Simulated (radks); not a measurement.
All-electron atom: Tm XLII in [Ar] 3d10. All-electron calculation, Dirac Kohn-Sham, PBE, spin-unpolarised, spherical densities, point nucleus. Program: a radial shooting solver on a logarithmic mesh with Libxc functionals.

Radial electron density D(r) = 4 pi r^2 rho(r):

| r (bohr) | D(r) (e/bohr) |
|---|---|
| 0.001406 | 9.785 |
| 0.001745 | 13.56 |
| 0.002183 | 18.79 |
| 0.002709 | 25.37 |
| 0.003389 | 34.00 |
| 0.004207 | 44.11 |
| 0.005221 | 55.70 |
| 0.006531 | 68.53 |
| 0.008106 | 80.33 |
| 0.01006 | 89.75 |
| 0.01259 | 94.98 |
| 0.01562 | 94.58 |
| 0.01939 | 89.82 |
| 0.02426 | 84.38 |
| 0.0301 | 84.40 |
| 0.03766 | 93.91 |
| 0.04674 | 109.3 |
| 0.05801 | 120.3 |
| 0.07258 | 116.4 |
| 0.09007 | 100.2 |
| 0.1118 | 88.44 |
| 0.1399 | 93.15 |
| 0.1736 | 101.0 |
| 0.2154 | 88.45 |
| 0.2695 | 53.19 |
| 0.3345 | 20.89 |
| 0.4185 | 4.572 |
| 0.5194 | 0.5563 |
| 0.6446 | 0.03133 |

D(r) has 3 maxima, at r = 0.0137, 0.0618, 0.175 bohr, and minima at 0.0271, 0.117 bohr, inside which lie 2.03, 11.33 electrons.
